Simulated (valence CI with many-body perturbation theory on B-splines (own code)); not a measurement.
The numbers below are computed, except where a source is named.
Hyperfine factors and g values of In9+

Level of theory: relativistic CI+MBPT: four valence electrons over a frozen Dirac-Fock core [Kr], radial functions for each j: 9 s, 9 p, 10 d, 8 f, 5 g, 3 h, 1 i, with the one-electron correlation potential Σ1 (screened to all orders), the two-electron term Σ2, the three-electron term Σ3, Breit, model QED; selected single and double excitations, second order for the rest, scaled by the run's own slope (own B-spline code, finite nucleus).

No measured spectrum was set against this ion. As an estimate, terms of the open shell hold to 2 to 4 % of their energy, and close levels can change places. Core correlation moves these levels by up to 5200 cm⁻¹, and in measured spectra 5 to 20 % of such shifts remained as error; rates that hang on mixing are uncertain with them. The list stops below the first excitations out of the core. Only levels of the ground parity were solved; by the run's estimate the other parity begins above the list, which can be wrong where configurations are misplaced.

A/g_I is the dipole constant over the nuclear g factor μ/I (μ in nuclear magnetons, uniformly magnetised nucleus), B/Q the quadrupole constant per barn. Both hold the static response of the core; the bare values leave it out. Large factors of s and p1/2 electrons are usually good to 5 to 10 %; those of open d and f shells near neutrality can be off by tens of per cent, and small factors of p3/2, d and f electrons come from cancelling terms and can be off by a factor of two or in sign, in half-filled shells by more. B is blank for J = 1/2, where it vanishes, and for nearly pure S terms. Energies count from the lowest level. Levels with J = 0 are left out.

Names give the largest LS component (configuration and term), which can be under half, so a name can repeat, a term be missing and a line seem to break the LS rules; names also repeat where a configuration has a term twice. Letters in brackets count levels of one name in rising energy.

```tsv
Level	E (eV)	g	A/g_I (MHz)	A/g_I bare	B/Q (MHz/b)	B/Q bare
4d4 5D_1	0.287	1.499	-275	151	791	734
4d4 5D_2	0.646	1.493	34.9	466	545	503
4d4 5D_3	1.012	1.487	320	754	-520	-492
4d4 5D_4	1.367	1.476	573	1000	-2320	-2170
4d4 3H_4	3.255	0.900	1820	1690	1130	1050
4d4 3H_5	3.798	1.061	1460	1500	1510	1410
4d4 3G_3	3.901	0.884	1880	1740	192	178
4d4 3P_1 [a]	4.002	1.437	589	978	-153	-149
4d4 3H_6	4.111	1.143	1380	1500	1370	1270
4d4 3F_2 [a]	4.123	0.724	2100	1800	307	289
4d4 3F_4 [a]	4.431	1.084	1340	1390	-394	-365
4d4 3G_4	4.856	1.098	1410	1470	-321	-296
4d4 3P_2 [a]	4.884	1.367	680	1000	182	161
4d4 3F_3 [a]	4.987	0.980	1500	1450	-210	-188
4d4 3G_5	5.320	1.171	1150	1280	-979	-912
4d4 3D_3	5.479	1.294	930	1190	507	470
4d4 1I_6	5.805	1.022	1540	1540	2290	2140
4d4 3D_2	5.817	1.204	1320	1490	573	531
4d4 3D_1	5.947	0.570	2550	2110	407	377
4d4 1G_4 [a]	6.582	1.044	1320	1330	-528	-486
4d4 1D_2 [a]	7.247	1.060	1470	1500	665	615
4d4 1F_3	7.656	1.029	1480	1480	2370	2220
4d4 3P_2 [b]	8.640	1.405	624	985	608	575
4d4 3F_4 [b]	8.919	1.222	916	1100	1740	1620
4d4 3F_2 [b]	9.079	0.744	2360	2090	1830	1710
4d4 3F_3 [b]	9.239	1.074	1500	1550	2070	1920
4d4 3P_1 [b]	9.414	1.494	-136	293	-605	-558
4d4 1G_4 [b]	10.126	1.022	1620	1620	1240	1160
4d4 1D_2 [b]	12.852	0.999	1560	1530	-2680	-2500
```

Q: Take the isotope of mass number 113, with I = 9/2, μ = 5.5208 μN and Q = 0.761 b. What is the hyperfine structure of 4d4 3G_3?

A: From the table A = 2300 MHz, B = 146 MHz. Shifts from the centre of gravity in MHz: F = 3/2: -37900, F = 5/2: -32200, F = 7/2: -24100, F = 9/2: -13800, F = 11/2: -1190, F = 13/2: 13800, F = 15/2: 31100.
